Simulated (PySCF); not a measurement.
## Electronic structure of Ca⁺ (calcium, charge +1) at the UHF level

Configuration: [Ar] 4s1, 2S determinant. Computed with PySCF 2.14 in aug-cc-pVDZ-X2C (6s5p3d, 36 functions), with the spin-free X2C one-electron Hamiltonian (Gaussian nucleus).

```
Total energy                        : -679.440087 hartree
One-electron energy                 : -925.4331 hartree
Hartree (Coulomb) energy            : 281.3337 hartree
Exchange energy                     : -35.3407 hartree
⟨S²⟩                                : 0.7502
⟨L²⟩                                : 0.000
Sum of ⟨r⟩                          : 16.51 bohr
Sum of ⟨r²⟩                         : 31.29 bohr²
Langevin diamagnetic susceptibility : -24.8 ×10⁻⁶ cm³/mol
Time after the integrals            : 0.12 s of wall time on 1 thread of Neoverse-N1 (shared host)
```

```json
{"shell": "1s α", "electrons": "1", "mean orbital energy (hartree)": "-150.36860", "rms radius, mean of both spins (bohr)": "0.0888"}
{"shell": "1s β", "electrons": "1", "mean orbital energy (hartree)": "-150.36637", "rms radius, mean of both spins (bohr)": "0.0888"}
{"shell": "2s α", "electrons": "1", "mean orbital energy (hartree)": "-17.21742", "rms radius, mean of both spins (bohr)": "0.393"}
{"shell": "2s β", "electrons": "1", "mean orbital energy (hartree)": "-17.21354", "rms radius, mean of both spins (bohr)": "0.393"}
{"shell": "2p α", "electrons": "3", "mean orbital energy (hartree)": "-13.89075", "rms radius, mean of both spins (bohr)": "0.362"}
{"shell": "2p β", "electrons": "3", "mean orbital energy (hartree)": "-13.88946", "rms radius, mean of both spins (bohr)": "0.362"}
{"shell": "3s α", "electrons": "1", "mean orbital energy (hartree)": "-2.51173", "rms radius, mean of both spins (bohr)": "1.24"}
{"shell": "3s β", "electrons": "1", "mean orbital energy (hartree)": "-2.50146", "rms radius, mean of both spins (bohr)": "1.24"}
{"shell": "3p α", "electrons": "3", "mean orbital energy (hartree)": "-1.58709", "rms radius, mean of both spins (bohr)": "1.38"}
{"shell": "3p β", "electrons": "3", "mean orbital energy (hartree)": "-1.58275", "rms radius, mean of both spins (bohr)": "1.38"}
{"shell": "4s α", "electrons": "1", "mean orbital energy (hartree)": "-0.41770", "rms radius, mean of both spins (bohr)": "3.97"}
```

Densities and radii are taken from the X2C orbitals without a picture-change correction, which distorts them close to the nucleus.
